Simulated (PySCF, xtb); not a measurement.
Al(Me)(OH)(SiH3) (CH7AlOSi), SMILES [CH3][Al]([OH])[SiH3].

GFN2-xTB run with xtb 6.7.1 at its own geometry gives an orbital gap of 3.62 eV and a dipole moment of 1.63 D.

Geometry optimised at r2SCAN-D4/def2-SVP. Other conformers were not sampled.

Task: What does PySCF with PBE/def2-TZVP give? (The exact figures need the calculation; the answer reports its results.)

Result: gap 4.35 eV (levels -6.18 and -1.83 eV), dipole 0.27 D.
